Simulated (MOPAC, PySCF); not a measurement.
H2BI, SMILES `BI`, neutral singlet in the gas phase. 

Z-matrix (Å, degrees):
```
B
H 1 1.1823
H 1 1.1823 2 124.11
I 1 2.0999 2 117.94 3 -180.00
```
Charge 0, spin multiplicity 1.

All levels are single points at this geometry (CAM-B3LYP-D3(BJ)/def2-TZVP); Pople sets use spherical d functions. Orbital energies aren't observables, and empty levels follow the basis.

```csv
level,HOMO (eV),LUMO (eV),gap (eV),dipole (D),"vertical IE, Delta-SCF (eV)"
CAM-B3LYP-D3(BJ)/def2-TZVP in PySCF,-8.82,-1.10,7.73,0.49,9.99
TPSSh-D3(BJ)/def2-TZVP in PySCF,-6.99,-2.58,4.41,0.37,9.90
B3LYP/LANL2DZ in PySCF,-7.31,-2.40,4.91,0.70,–
BP86/6-31G* (LANL2DZ on I) in PySCF,-6.54,-3.00,3.54,0.44,–
M06-2X/6-31G* (LANL2DZ on I) in PySCF,-8.47,-1.00,7.47,0.77,–
PBE/6-31G* (LANL2DZ on I) in PySCF,-6.43,-2.93,3.51,0.42,9.92
HF/6-31G* (LANL2DZ on I) in PySCF,-9.99,1.75,11.74,1.26,9.25
AM1 in MOPAC,-10.24,0.24,10.49,1.82,–
PM7 in MOPAC,-9.30,-1.45,7.85,1.90,–
```
